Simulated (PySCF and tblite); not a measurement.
Values are calculated unless marked as measured or tabulated.
C₈H₄Cl₂O₂, numbered as in [c:1]1([Cl:2])[cH:3][o:4][c:5](-[c:7]2[o:8][cH:9][c:10]([Cl:11])[cH:12]2)[cH:6]1.

The ensemble was built from 200 distance-geometry starts (ETKDG and KDG, MMFF94s, GFN2-xTB) and rests on GFN2-xTB geometries. Weights use PBE0-D3(BJ)/pcSseg-1 energies plus GFN2-xTB zero-point and thermal terms (modes under about 100 cm⁻¹ blended into free rotors). Symmetry numbers and mirror images are counted. Conformers within 2.5 kcal/mol (GFN2-xTB free energy) were kept, 7 at most. GIAO shieldings: PBE0/pcSseg-1. Shifts are against TMS (¹H), TMS (¹³C) at the same level. Run with PySCF (density fitting) and tblite.

Torsions listed: O4–C5–C7–O8.

```
conformer  shape  symmetry  E(GFN2) kcal/mol  E(DFT) kcal/mol
        1   180°       C2h              0.00             0.00
        2     0°       C2v              0.83             1.78
```

(1) How much do the weights at 298.15 K and the averaged shift of H6/H12 depend on how the conformers are weighted?

Answers

(1) 
```json
{"weighting": "DFT energy with thermal terms, symmetry and mirror images (full scheme)", "1 (%)": "95", "2 (%)": "5", "δ (ppm)": "6.93", "rms dipole (D)": "0.07"}
{"weighting": "DFT energy with symmetry and mirror images", "1 (%)": "95", "2 (%)": "5", "δ (ppm)": "6.93", "rms dipole (D)": "0.07"}
{"weighting": "bare DFT energy", "1 (%)": "95", "2 (%)": "5", "δ (ppm)": "6.93", "rms dipole (D)": "0.07"}
{"weighting": "GFN2-xTB energy with symmetry and mirror images", "1 (%)": "80", "2 (%)": "20", "δ (ppm)": "6.91", "rms dipole (D)": "0.14"}
{"weighting": "GFN2-xTB free energy", "1 (%)": "80", "2 (%)": "20", "δ (ppm)": "6.91", "rms dipole (D)": "0.14"}
{"weighting": "leading conformer alone", "1 (%)": "100", "2 (%)": "0", "δ (ppm)": "6.94", "rms dipole (D)": "0.00"}
{"weighting": "equal weights", "1 (%)": "50", "2 (%)": "50", "δ (ppm)": "6.87", "rms dipole (D)": "0.22"}
{"weighting": "full scheme, search stopped after three starts", "1 (%)": "0", "2 (%)": "100", "δ (ppm)": "6.80", "rms dipole (D)": "0.31"}
```

The largest departure from the full scheme, 0.13 ppm, comes with: full scheme, search stopped after three starts.


Conformer gaps in pcSseg-1 on xTB geometries can be 2 kcal/mol off for S=O, P=O and other polar bonds.